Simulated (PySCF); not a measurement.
Al(Me)(OMe)(SH) (C2H7AlOS), SMILES C[O][Al]([CH3])[SH]. Heavy atoms are numbered as in [Al:1]([CH3:2])([O:6][CH3:7])[SH:11]. Hydrogens are named by the atom that carries them.

Geometry optimised at TPSSh-D3(BJ)/def2-SVP. The structure was generated by enumeration; whether it is a known compound was not checked. Other conformers were not sampled.

The numbers are results of PBE/pcSseg-1 run with PySCF, not measurements.

GIAO shieldings, no solvent; atoms alike by connectivity are averaged. δ = σ(ref) − σ: ¹³C against TMS (σ = 182.0 ppm); ¹H against TMS (σ = 31.49 ppm); ¹⁷O against H2O (σ = 334.3 ppm); ³³S against H2S (σ = 706.5 ppm), references at their B3LYP-D3(BJ)/def2-TZVP geometries, non-relativistic.

```csv
atoms,nucleus,count,δ (ppm)
C7 (CH3),¹³C,1,59.7
C2 (CH3),¹³C,1,-10.5
H on C7,¹H,3,4.41
H on S11,¹H,1,…
H on C2,¹H,3,…
O6,¹⁷O,1,75.3
S11 (SH),³³S,1,…
```

### Question
Some entries are withheld; supply them. (The exact figures need the calculation; the answer reports its results.)

### Answer

- H on C2, δ (ppm): -0.03
- S11 (SH), δ (ppm): 9.2
- H on S11, δ (ppm): 0.39
